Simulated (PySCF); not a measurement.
CH₄BClOS, SMILES B(Cl)(S)OC. Coordinates come from a PBE-D3(BJ)/def2-SVP optimisation. The structure was generated by enumeration, and PubChem lists no compound with its InChIKey, so it may never have been made. Other conformers were not sampled.

### Question
Give the equilibrium geometry at PBE-D3(BJ)/def2-SVP (PySCF confirms it by a frequency run) as bond lengths and angles, and its point group. (An estimate is asked for; the answer gives what the named calculation found.)

### Answer
This is not unique; one that fits is point group Cs.
Atoms: B1 Cl2 O3 C4 H5 H6 H7 S8 H9. Bonds (Å): B1–Cl2 1.777, B1–O3 1.353, B1–S8 1.829, O3–C4 1.422, C4–H5 1.112, C4–H6 1.107, C4–H7 1.112, S8–H9 1.359. Angles (°): Cl2–B1–O3 117.3, Cl2–B1–S8 121.6, O3–B1–S8 121.1, B1–O3–C4 122.4, O3–C4–H5 111.2, O3–C4–H6 108.0, O3–C4–H7 111.2, H5–C4–H6 108.9, H5–C4–H7 108.5, H6–C4–H7 108.9, B1–S8–H9 95.1.
